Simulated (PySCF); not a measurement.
Compound: neo-PeOMe, C6H14O.
Numbering: `[CH3:1][O:2][CH2:3][C:4]([CH3:5])([CH3:6])[CH3:7]` (hydrogens: H8, H9, H10 on C1; H11, H12 on C3; H13, H14, H15 on C5; H16, H17, H18 on C6; H19, H20, H21 on C7)

Torsions of this conformer, `[CH3:1][O:2][CH2:3][C:4]([CH3:5])([CH3:6])[CH3:7]`: C1–O2–C3–C4 179°, O2–C3–C4–C5 -61°.

The closed-shell ground state was solved at several levels (PySCF, density fitting, gas phase, non-relativistic). The structure is a single PBE0-D3(BJ)/def2-SVP conformer in the gas phase; no vibrational or solvent corrections.

| level | basis functions | HOMO (eV) | LUMO (eV) | gap (eV) | dipole (D) |
| --- | --- | --- | --- | --- | --- |
| HF/pcSseg-1 | 189 | -11.36 | 4.21 | 15.57 | 1.30 |
| wB97X-D/pcSseg-1 | 189 | -9.27 | 3.16 | 12.43 | 1.15 |
| B3LYP/pcJ-1 | 329 | -7.11 | 1.08 | 8.19 | 1.09 |
| KT3/pcSseg-1 | 189 | -5.95 | 0.44 | 6.39 | 0.96 |
| PBE0/pcSseg-1 | 189 | -7.34 | 1.36 | 8.70 | 1.11 |
| BLYP/pcSseg-1 | 189 | -5.67 | 0.54 | 6.21 | 0.99 |
| PBE0/STO-3G | 49 | -3.96 | 8.88 | 12.84 | 0.93 |
| B3LYP/def2-SVPD | 255 | -7.21 | 0.35 | 7.56 | 1.02 |
| PBE0/6-31G | 91 | -7.09 | 2.44 | 9.53 | 1.32 |
| PBE0/6-311+G(2d,p) | 273 | -7.39 | 0.29 | 7.68 | 1.00 |
| B97-D/pcSseg-1 | 189 | -5.80 | 0.69 | 6.49 | 1.01 |
| B3LYP/pcSseg-1 | 189 | -7.11 | 1.04 | 8.15 | 1.09 |

(1) Estimate the row for KT2/pcSseg-1, a basis of 189 functions; the other rows only guide the guess.

(2) Over all these levels, which gives the widest orbital gap and which the narrowest?

(3) How much does the basis alone move the frontier levels among the 4 PBE0 rows?

(4) In the pcSseg-1 basis, how does the gap go with the fixed share of exact exchange?

(5) How far do the dipole and the HOMO energy spread over the levels?

Results:

(1) HOMO -5.93 eV, LUMO 0.41 eV, gap 6.34 eV, dipole 0.97 D.

(2) HF/pcSseg-1 (Hartree–Fock, all exact exchange) has the widest, 15.57 eV, and BLYP/pcSseg-1 (GGA) the narrowest, 6.21 eV. The two share the basis. From the narrowest to the widest the HOMO moves by -5.69 eV and the LUMO by +3.67 eV. The HOMO need not be the same orbital at Hartree–Fock and at DFT levels.

(3) The HOMO by 3.43 eV and the LUMO by 8.59 eV. By rising basis size (HOMO, LUMO in eV): STO-3G -3.96, 8.88; 6-31G -7.09, 2.44; pcSseg-1 -7.34, 1.36; 6-311+G(2d,p) -7.39, 0.29.

(4) BLYP (0 %) 6.21 eV; KT2 (0 %) 6.34 eV; KT3 (0 %) 6.39 eV; B97-D (0 %) 6.49 eV; B3LYP (20 %) 8.15 eV; PBE0 (25 %) 8.70 eV; HF (100 %) 15.57 eV. Each rise in the share widens the gap here.

(5) The dipole runs from 0.93 to 1.32 D (mean 1.07 D) and the HOMO from -11.36 to -3.96 eV.
